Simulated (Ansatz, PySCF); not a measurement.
C4H12Si2, SMILES CC[SiH2]/C=C/[SiH3]. Atoms are numbered in the order given.

```xyz
18

C     -3.0193     0.2267    -0.9048
C     -2.4181    -1.0053    -0.2151
Si    -1.0783    -0.6041     1.0616
C      0.3454     0.3349     0.2705
C      1.5997    -0.1433     0.1495
Si     3.0108     0.7837    -0.6693
H     -3.8061    -0.0523    -1.6244
H     -3.4717     0.9188    -0.1754
H     -2.2541     0.7922    -1.4614
H     -1.9773    -1.6882    -0.9627
H     -3.2078    -1.5839     0.2967
H     -0.5336    -1.8605     1.6586
H     -1.6802     0.2324     2.1469
H      0.1349     1.3363    -0.1351
H      1.8160    -1.1425     0.5570
H      3.5519     0.0093    -1.8271
H      4.1349     0.9978     0.2913
H      2.5132     2.1054    -1.1501
```
Charge 0, spin multiplicity 1.

Geometry: B3LYP-D3(BJ)/def2-SVP. The structure was generated by enumeration; whether it is a known compound was not checked. One conformer was computed; it need not be the lowest.

Two levels are set side by side: PBE-D3(BJ)/def2-SVP (Ansatz, a program for electronic structure) and B3LYP-D3(BJ)/def2-SVP (Ansatz). Each level has its own optimised geometry; the coordinates shown are those of the second. Frequencies come from the Hessian of PySCF at each geometry. Differences are taken from unrounded values.

```json
[
 {"quantity": "mean bond length (Å)", "B3LYP-D3(BJ)": "1.395", "PBE-D3(BJ)": "1.404", "PBE-D3(BJ) minus B3LYP-D3(BJ)": "0.009"},
 {"quantity": "bond C1–C2 (Å)", "B3LYP-D3(BJ)": "1.535", "PBE-D3(BJ)": "1.535", "PBE-D3(BJ) minus B3LYP-D3(BJ)": "0.000"},
 {"quantity": "bond C2–Si3 (Å)", "B3LYP-D3(BJ)": "1.894", "PBE-D3(BJ)": "1.901", "PBE-D3(BJ) minus B3LYP-D3(BJ)": "0.007"},
 {"quantity": "bond Si3–C4 (Å)", "B3LYP-D3(BJ)": "1.880", "PBE-D3(BJ)": "1.885", "PBE-D3(BJ) minus B3LYP-D3(BJ)": "0.005"},
 {"quantity": "bond C4–C5 (Å)", "B3LYP-D3(BJ)": "1.348", "PBE-D3(BJ)": "1.357", "PBE-D3(BJ) minus B3LYP-D3(BJ)": "0.009"},
 {"quantity": "bond C5–Si6 (Å)", "B3LYP-D3(BJ)": "1.876", "PBE-D3(BJ)": "1.881", "PBE-D3(BJ) minus B3LYP-D3(BJ)": "0.005"},
 {"quantity": "bond C1–H7 (Å)", "B3LYP-D3(BJ)": "1.102", "PBE-D3(BJ)": "1.110", "PBE-D3(BJ) minus B3LYP-D3(BJ)": "0.008"},
 {"quantity": "bond C1–H8 (Å)", "B3LYP-D3(BJ)": "1.103", "PBE-D3(BJ)": "1.110", "PBE-D3(BJ) minus B3LYP-D3(BJ)": "0.007"},
 {"quantity": "bond C1–H9 (Å)", "B3LYP-D3(BJ)": "1.102", "PBE-D3(BJ)": "1.110", "PBE-D3(BJ) minus B3LYP-D3(BJ)": "0.007"},
 {"quantity": "bond C2–H10 (Å)", "B3LYP-D3(BJ)": "1.104", "PBE-D3(BJ)": "1.112", "PBE-D3(BJ) minus B3LYP-D3(BJ)": "0.008"},
 {"quantity": "bond C2–H11 (Å)", "B3LYP-D3(BJ)": "1.105", "PBE-D3(BJ)": "1.112", "PBE-D3(BJ) minus B3LYP-D3(BJ)": "0.008"},
 {"quantity": "bond Si3–H12 (Å)", "B3LYP-D3(BJ)": "1.494", "PBE-D3(BJ)": "1.507", "PBE-D3(BJ) minus B3LYP-D3(BJ)": "0.013"},
 {"quantity": "bond Si3–H13 (Å)", "B3LYP-D3(BJ)": "1.497", "PBE-D3(BJ)": "1.510", "PBE-D3(BJ) minus B3LYP-D3(BJ)": "0.014"},
 {"quantity": "bond C4–H14 (Å)", "B3LYP-D3(BJ)": "1.101", "PBE-D3(BJ)": "1.109", "PBE-D3(BJ) minus B3LYP-D3(BJ)": "0.008"},
 {"quantity": "bond C5–H15 (Å)", "B3LYP-D3(BJ)": "1.101", "PBE-D3(BJ)": "1.109", "PBE-D3(BJ) minus B3LYP-D3(BJ)": "0.008"},
 {"quantity": "bond Si6–H16 (Å)", "B3LYP-D3(BJ)": "1.494", "PBE-D3(BJ)": "1.507", "PBE-D3(BJ) minus B3LYP-D3(BJ)": "0.013"},
 {"quantity": "bond Si6–H17 (Å)", "B3LYP-D3(BJ)": "1.494", "PBE-D3(BJ)": "1.507", "PBE-D3(BJ) minus B3LYP-D3(BJ)": "0.013"},
 {"quantity": "highest harmonic wavenumber (cm⁻¹)", "B3LYP-D3(BJ)": "3103", "PBE-D3(BJ)": "3052", "PBE-D3(BJ) minus B3LYP-D3(BJ)": "-51"},
 {"quantity": "mean harmonic wavenumber (cm⁻¹)", "B3LYP-D3(BJ)": "1277", "PBE-D3(BJ)": "1241", "PBE-D3(BJ) minus B3LYP-D3(BJ)": "-36"},
 {"quantity": "zero-point energy (kcal/mol)", "B3LYP-D3(BJ)": "87.64", "PBE-D3(BJ)": "85.16", "PBE-D3(BJ) minus B3LYP-D3(BJ)": "-2.48"}
]
```

Exact exchange shortens and stiffens bonds; PBE has none. Differences between two approximate levels are no errors against the true value.
